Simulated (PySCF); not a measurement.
Geometry (Å), atoms numbered from 1 in this order:
```xyz
21

C    -2.2935   -1.3230   -0.3328
C    -0.9682   -0.5672   -0.2016
C    -1.0935    0.5463    0.8413
C    -0.5666    0.0238   -1.5554
Si    0.3485   -1.8062    0.3626
O     1.8175   -1.0574    0.5756
Si    3.0623   -0.2006   -0.0928
H    -2.2293   -2.1448   -1.0649
H    -3.0931   -0.6422   -0.6745
H    -2.6187   -1.7524    0.6289
H    -0.1459    1.0936    0.9680
H    -1.3869    0.1523    1.8278
H    -1.8622    1.2776    0.5346
H    -1.3284    0.7444   -1.9020
H     0.3902    0.5688   -1.5026
H    -0.4697   -0.7528   -2.3313
H     0.4884   -2.8902   -0.6622
H    -0.0389   -2.4102    1.6724
H     2.7423    1.2596   -0.0874
H     3.3031   -0.6323   -1.5045
H     4.2965   -0.4308    0.7107
```

All values are calculated (PySCF 2.14): geometry from PBE0-D3(BJ)/def2-SVP, shielding tensors at B3LYP/pcSseg-1 (GIAO). One conformer, no solvent model, fast rotation and ring inversion assumed for equivalent nuclei, no relativistic terms.

References, each an isolated molecule treated in the same way: 13C (σref 179.24) and 1H (σref 31.38) and 29Si (σref 337.86) vs TMS; H2O for 17O (σref 334.04).

```tsv
atoms	nucleus	count	δ (ppm)
H17/H18	1H	2	4.60
H8/H9/H10/H11/H12/H13/H14/H15/H16	1H	9	0.99
C1/C3/C4	13C	3	26.4
H19/H20/H21	1H	3	5.00
Si5	29Si	1	-7.7
Si7	29Si	1	?
O6	17O	1	13.8
C2	13C	1	?
```

Question: Fill in the missing shifts.

Answer: 
- C2: 20.6 ppm, fully substituted sp3 carbon bonded to Si
- Si7: -45.5 ppm, silicon bonded to O, 3 H

Shifts are as computed. Against solution values, carbons near 30 ppm lie about +2 ppm off and those near 130 ppm about +6 ppm. Of 1211 compounds with measured shifts, 218 miss one by over three times the rms of a fit or turn the order of signals round; such compounds aren't used in these exercises. Experimental scales use liquid or dissolved standards, which lie at an offset from isolated H2O (liquid H2O: subtract about 36 ppm).
